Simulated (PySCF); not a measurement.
Compound: C5H14P2.
Bonds: C1–C2, C2–C3, C2–C4, C4–P5, P5–C6, C6–P7. Hydrogens: H8, H9, H10 on C1; H11 on C2; H12, H13, H14 on C3; H15, H16 on C4; H17 on P5; H18, H19 on C6; H20, H21 on P7.

The same species was optimised twice, with GFN2-xTB and with PBE0-D3(BJ)/def2-SVP (PySCF), and the same property calculations (PySCF, gas phase) were run on both structures.

| coordinate | GFN2-xTB | PBE0-D3(BJ)/def2-SVP | change |
| --- | --- | --- | --- |
| P5–C6 (Å) | 1.863 | 1.857 | -0.006 |
| C4–P5 (Å) | 1.862 | 1.865 | +0.003 |
| C6–P7 (Å) | 1.859 | 1.862 | +0.003 |
| C1–C2 (Å) | 1.528 | 1.525 | -0.003 |
| C2–C4 (Å) | 1.530 | 1.531 | +0.001 |
| C2–C3 (Å) | 1.525 | 1.525 | 0.000 |
| C4–P5–C6 (°) | 97.0 | 99.9 | +2.9 |
| P5–C6–P7 (°) | 113.0 | 115.3 | +2.3 |
| C2–C4–P5 (°) | 112.9 | 114.2 | +1.3 |
| C3–C2–C4 (°) | 111.0 | 112.0 | +1.0 |
| C1–C2–C3 (°) | 110.6 | 111.1 | +0.5 |
| C1–C2–C4 (°) | 110.0 | 110.4 | +0.4 |
| C1–C2–C4–P5 (°) | 176 | 173 | -3 |
| C2–C4–P5–C6 (°) | -176 | -178 | -2 |
| C4–P5–C6–P7 (°) | -169 | -167 | +2 |

Rotational constants: A = 5345, B = 602.1, C = 565.6 MHz (GFN2-xTB) against A = 5316, B = 587.2, C = 553.2 MHz (PBE0-D3(BJ)/def2-SVP). Point groups within 0.08 Å: C1 and C1.

On the GFN2-xTB structure: HOMO (eV) -7.02 [PBE0/pcSseg-1]; LUMO (eV) 0.23 [PBE0/pcSseg-1]; dipole (D) 1.72 [PBE0/pcSseg-1]; GIAO shielding of C1/C3 (mean) (ppm) 160.9 [PBE0/pcSseg-1]; GIAO shielding of C2 (ppm) 154.8 [PBE0/pcSseg-1]; GIAO shielding of C4 (ppm) 146.6 [PBE0/pcSseg-1]; GIAO shielding of P5 (ppm) 394.8 [PBE0/pcSseg-1]; GIAO shielding of C6 (ppm) 175.8 [PBE0/pcSseg-1]; GIAO shielding of P7 (ppm) 485.4 [PBE0/pcSseg-1].

Problem. What do these properties become on the PBE0-D3(BJ)/def2-SVP structure?

Solution. 
```tsv
property	level	on GFN2-xTB	on PBE0-D3(BJ)/def2-SVP	change
HOMO (eV)	PBE0/pcSseg-1	-7.02	-6.88	+0.14
LUMO (eV)	PBE0/pcSseg-1	0.23	0.23	0.00
dipole (D)	PBE0/pcSseg-1	1.72	1.69	-0.03
energy, GFN2-xTB geometry as zero (kcal/mol)	PBE0/pcSseg-1	0.0	-1.9	-1.9
GIAO shielding of C1/C3 (mean) (ppm)	PBE0/pcSseg-1	160.9	159.1	-1.8
GIAO shielding of C2 (ppm)	PBE0/pcSseg-1	154.8	154.6	-0.2
GIAO shielding of C4 (ppm)	PBE0/pcSseg-1	146.6	146.6	0.0
GIAO shielding of P5 (ppm)	PBE0/pcSseg-1	394.8	380.2	-14.6
GIAO shielding of C6 (ppm)	PBE0/pcSseg-1	175.8	174.8	-1.0
GIAO shielding of P7 (ppm)	PBE0/pcSseg-1	485.4	470.3	-15.1
```

The heavy atoms differ by 0.039 Å rms after alignment. Among bonds between heavy atoms P5–C6 changes most (-0.006 Å). Changes are differences of the printed values. Neither structure is proved a minimum here.

The values belong to the conformer `[CH3:1][CH:2]([CH3:3])[CH2:4][PH:5][CH2:6][PH2:7]`: C1–C2–C4–P5 173°, C2–C4–P5–C6 -178°, C4–P5–C6–P7 -167°, H–P7–C6–P5 51°, H–P7–C6–P5 -43°.
